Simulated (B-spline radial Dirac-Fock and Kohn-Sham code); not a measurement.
## Dipole and non-dipole photoemission parameters of Co²⁺ 2p3/2

System: cobalt as Co²⁺, [Ar] 3d7; threshold 811.7 eV (orbital energy of the model). Level of theory: Dirac-Hartree-Slater photoionisation with a Latter tail; cross sections with all multipoles, angular parameters from the dipole term and its interference with E2; a radial atomic solver.

```csv
hν (eV),σ (kb),β,γ,δ
1000,480,1.282,-0.075,0.012
1110,372,1.380,-0.006,0.016
1253.6,271,1.438,0.085,0.020
1360,219,1.458,0.148,0.022
2000,75.1,1.445,0.448,0.034
2410,43.7,1.402,0.590,0.042
2550,36.9,1.386,0.632,0.044
2680,31.8,1.371,0.668,0.047
2970,23.4,1.336,0.742,0.053
3200,18.6,1.309,0.794,0.058
3290,17.1,1.298,0.813,0.060
4320,7.32,1.185,0.995,0.083
5760,?,?,?,?
5910,2.66,1.037,1.180,0.119
8570,0.769,0.850,1.369,0.177
9690,0.506,0.788,1.423,0.201
10700,0.359,0.739,1.463,0.222
12000,0.241,0.682,1.508,0.247
12300,0.221,0.670,1.517,0.253
```

Question: Give the values at 5760 eV.

Answer: σ = 2.89 kb, β = 1.049, γ = 1.166, δ = 0.115.

Values without a named source are computed, but for edge energies of neutral atoms, which are taken from tables.
